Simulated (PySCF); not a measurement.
SMILES COC(=O)[SiH2]C at its GFN2-xTB optimised geometry (Å):

```
14

C      1.5156     1.5659     0.0013
O      0.8672     0.2991     0.0000
C     -0.4736     0.2991     0.0000
O     -1.1302     1.3111     0.0000
Si    -1.1219    -1.5070     0.0071
C     -0.4360    -2.3615    -1.5420
H      2.5840     1.3665     0.0179
H      1.2165     2.1397     0.8807
H      1.2424     2.1285    -0.8938
H     -2.5840    -1.4546     0.0111
H     -0.6052    -2.1397     1.2249
H     -0.7933    -1.8860    -2.4524
H      0.6505    -2.3278    -1.5567
H     -0.7361    -3.4046    -1.5760
```

Level of theory: PBE0/def2-TZVP (PySCF 2.14.0). Cells within 0.4 Å of a nucleus heavier than hydrogen are left out (blank, or x).

Map of the log10 of the electron density (e/bohr³), floored at −4 on the plane z = 0.0 Å:

```
|0000000000000000000000000000000|
|0000000000000000000000000000000|
|0000000000000000000000000000000|
|0000000000000000000000000000000|
|0000000000000000011111000000000|
|0000000000011111223332110000000|
|0000000001223222344544321000000|
|0000000023444443456665443210000|
|0000000234566654567776654320000|
|0000001346788765578888765431000|
|000000235789x976678xx9886532000|
|00000023579xx986678xx9997532000|
|00000023578xx987788888876532000|
|00000023467899x899x976665421000|
|0000012345678xx99xx976543310000|
|0000122345678xx89xx975432100000|
|0001234455678887788765321000000|
|0001345666677876666654210000000|
|0012356777788776555442100000000|
|00124578888xx966543321000000000|
|00124578888xx966543210000000000|
|0002356777788766532110000000000|
|0001345566667665432100000000000|
|0000233445556655432100000000000|
|0000112334445544322100000000000|
|0000001122334433221000000000000|
|0000000011223322110000000000000|
|0000000000111211000000000000000|
|0000000000000100000000000000000|
|0000000000000000000000000000000|
|0000000000000000000000000000000|
```
Scale: ten equal steps from -4.00 (start of '0') to -0.179 (end of '9'), in the order '0123456789'; x runs from -5.00 to 5.00, y from -5.00 (bottom) to 5.00 (top).
